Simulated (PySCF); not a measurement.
(Z)-1-chloro-1,2-difluoroprop-1-ene (C3H3ClF2), SMILES C/C(F)=C(\F)Cl.

Geometry optimised at PBE-D3(BJ)/def2-SVP.

The numbers are results of PBE-D3(BJ)/def2-SVP run with PySCF 2.14.0, not measurements.

Frequencies are harmonic and unscaled.

```tsv
mode	ν (cm⁻¹)	IR (km/mol)	moving atoms (share of kinetic energy)
1	146	2.4	F 37 %, C 29 %, H 17 %, Cl 16 %
2	168	0.1	H 97 %
3	188	2.0	F 44 %, Cl 31 %, C 18 %
4	319	1.5	F 45 %, C 27 %, H 19 %, Cl 10 %
5	352	0.0	C 65 %, F 26 %
6	413	1.2	F 49 %, Cl 35 %, C 10 %
7	495	8.9	C 44 %, F 37 %, Cl 11 %, H 8 %
8	516	0.0	C 86 %, H 9 %
9	644	13.0	F 55 %, C 23 %, Cl 14 %, H 8 %
10	918	18.9	C 43 %, H 37 %, F 19 %
11	1004	2.4	H 66 %, C 34 %
12	1025	95.1	C 62 %, H 34 %
13	1192	219.8	C 67 %, F 28 %
14	1271	62.1	C 59 %, H 28 %, F 13 %
15	1356	14.4	H 52 %, C 46 %
16	1392	9.3	H 97 %
17	1399	1.9	H 94 %
18	1739	2.5	C 96 %
19	2969	16.8	H 97 %
20	3040	5.2	H 91 %, C 9 %
21	3106	1.3	H 91 %, C 9 %
```
